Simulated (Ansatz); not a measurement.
The cluster Ca2S2. Total charge 0; singlet. Geometry r2SCAN-D4/def2-TZVP; atoms count from 1.

```xyz
4

Ca   -0.7665   -0.3175   -1.4249
Ca    0.7667    0.3071    1.4271
S     1.6966   -0.1515   -0.8789
S    -1.6967    0.1618    0.8767
```

The structure comes from a short search, and lower isomers may exist.

Estimate the Mulliken populations from the PBE0/def2-TZVP orbitals of Ansatz.


| atom | charge (e) |
| --- | --- |
| Ca1 | 0.95 |
| Ca2 | 0.95 |
| S3 | -0.95 |
| S4 | -0.95 |
Mulliken values depend strongly on the basis.

And the Mayer bond orders between heavy atoms (over 0.3)?

Ca1–S3 0.89 (2.53 Å); Ca1–S4 0.89 (2.53 Å); Ca2–S3 0.89 (2.53 Å); Ca2–S4 0.89 (2.53 Å).
